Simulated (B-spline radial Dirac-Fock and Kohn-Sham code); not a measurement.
## Magnetic form factor of the 4f shell of Gd

System: neutral gadolinium, [Xe] 4f9 5d1 (an excited configuration).

These are calculated numbers from an atomic code on a B-spline grid; the model is configuration-average Dirac-Fock orbitals. ⟨j_K⟩ is the integral of the 4f radial density with the spherical Bessel function j_K(4πsr), s = sin θ/λ.

```
s (Å⁻¹)     ⟨j0⟩    ⟨j2⟩    ⟨j4⟩    ⟨j6⟩
      0   1.0000  0.0000  0.0000  0.0000
   0.05   0.9750  0.0098  0.0001  0.0000
   0.06   0.9646  0.0139  0.0002  0.0000
   0.07   0.9525  0.0185  0.0004  0.0000
   0.09   0.9244  0.0290  0.0009  0.0000
   0.11   0.8919  0.0407  0.0017  0.0001
   0.13   0.8560  0.0532  0.0030  0.0002
   0.16   0.7980  0.0723  0.0055  0.0006
    0.2   0.7170  0.0969  0.0100  0.0014
   0.25   0.6159  0.1241  0.0172  0.0029
    0.3   0.5199  0.1461  0.0253  0.0051
   0.37   0.3998  0.1673  0.0374  0.0090
   0.45   0.2860  0.1789  0.0508  0.0143
   0.55   0.1781  0.1785  0.0652  0.0216
   0.68   0.0853  0.1621  0.0781  0.0309
   0.83   0.0255  0.1331  0.0846  0.0401
   1.02  -0.0075  0.0952  0.0826  0.0478
   1.25  -0.0171  0.0583  0.0716  0.0511
   1.53  -0.0140  0.0292  0.0541  0.0485
```

Radial moments of the shell: ⟨r²⟩ = 1.401, ⟨r⁴⟩ = 8.859, ⟨r⁶⟩ = 190.3 in powers of bohr.
